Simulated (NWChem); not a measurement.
# C$_{3}$H$_{2}$F$_{4}$; SMILES F[C@H]1[C@H](F)C1(F)F

```xyz
9

F      1.7749     0.2020    -1.0649
C      0.5381     0.5308    -0.6559
C     -0.5381    -0.5308    -0.6559
F     -1.7749    -0.2020    -1.0649
C      0.0000     0.0000     0.6306
F      0.7495    -0.8069     1.3754
F     -0.7495     0.8069     1.3754
H      0.2146     1.5444    -0.9234
H     -0.2146    -1.5444    -0.9234
```
Atoms are numbered in this order, from 1.

All runs use the structure optimised with PBE0/def2-SVP. B3LYP is NWChem's, with the RPA form of VWN correlation.

Task: Give the principal values of the shielding tensors (ppm) of F1, C2, C5, F6 from B3LYP/6-31G* (spherical d), GIAO (NWChem), with their diamagnetic and paramagnetic parts as GIAO splits them.

Result: 
| atom | σ11 | σ22 | σ33 | isotropic | diamagnetic | paramagnetic |
|---|---|---|---|---|---|---|
| F1 | 404.8 | 429.3 | 459.1 | 431.1 | 473.7 | -42.7 |
| C2 | 82.3 | 95.5 | 176.6 | 118.1 | 246.9 | -128.8 |
| C5 | 71.1 | 73.6 | 117.9 | 87.5 | 243.2 | -155.7 |
| F6 | 260.0 | 356.7 | 431.6 | 349.4 | 474.4 | -124.9 |
